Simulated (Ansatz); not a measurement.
Basis sets compared for LiAg₁₂. Charge 0, multiplicity 2. Geometry PBE-D4/def2-SVP. Ansatz on 2 threads of AMD EPYC 7R13 on a shared host and a share (18 GiB) of an NVIDIA H100 80GB HBM3; times are rough, and most runs start from earlier orbitals.

```
atom    x (Å)    y (Å)    z (Å)
 Li1   0.2351  -0.1800   3.1661
 Ag2   1.3998  -1.9333  -1.3348
 Ag3  -0.2547  -1.2904   0.7528
 Ag4  -0.0755   1.5349  -0.6758
 Ag5   0.7743   2.2893   1.9042
 Ag6  -0.4044  -0.4229  -2.7056
 Ag7  -1.6834   0.9237   1.7333
 Ag8   2.0887   0.1085   0.5302
 Ag9  -2.3787  -0.0441  -0.8361
Ag10   2.1658   0.6864  -2.2479
Ag11  -1.5040  -2.6708  -1.3126
Ag12  -2.8727  -1.7138   1.3173
Ag13   2.5097   2.7124  -0.2910
```

In the def2 sets Ag takes a core potential; there is no spin–orbit coupling. Single mean-field runs in def2-TZVP are fitted with def2-universal-jkfit. No other spin state of charge 0 was run. The structure comes from a short search, and lower isomers may exist.

Binding counts from free atoms (Li doublet, Ag doublet) in the same basis, without a counterpoise term.

```tsv
level	functions	energy (Eh)	HOMO (eV)	LUMO (eV)	binding per atom (eV)	wall time
PBE-D4/def2-SVP	381	-1771.6482	-3.95	-3.72	1.78	6.5 s
PBE0-D4/def2-SVP	381	-1771.3862	-4.28	-3.00	1.60	8.5 s
```

Q: Estimate the rows for PBE-D4/def2-TZVP (with forces), PBE0-D4/def2-TZVP.

A: 
```csv
level,functions,energy (Eh),HOMO (eV),LUMO (eV),binding per atom (eV),wall time
PBE-D4/def2-TZVP (with forces),494,-1772.1246,-3.97,-3.74,1.80,8 s
PBE0-D4/def2-TZVP,494,-1771.8405,-4.29,-3.00,1.62,7.5 s
```
